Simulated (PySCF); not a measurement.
C2H4Cl2Si, SMILES Cl/C=C\[SiH2]Cl. Coordinates come from a PBE-D3(BJ)/def2-SVP optimisation. The structure was generated by enumeration; whether it is a known compound was not checked. Other conformers were not sampled.

Computed equilibrium geometry at PBE-D3(BJ)/def2-SVP (PySCF confirms it by a frequency run) as Cartesian coordinates in Å, and its point group (one conformer of several):
point group Cs.
```xyz
9

Cl    -0.4510    -2.5737     0.0000
C      1.0327    -1.6555     0.0000
C      1.0459    -0.3110     0.0000
Si    -0.5158     0.7302     0.0000
Cl     0.0667     2.7347     0.0000
H      1.9273    -2.2990     0.0000
H      2.0345     0.1799     0.0000
H     -1.3388     0.4800    -1.2290
H     -1.3388     0.4800     1.2290
```
Charge 0, spin multiplicity 1.
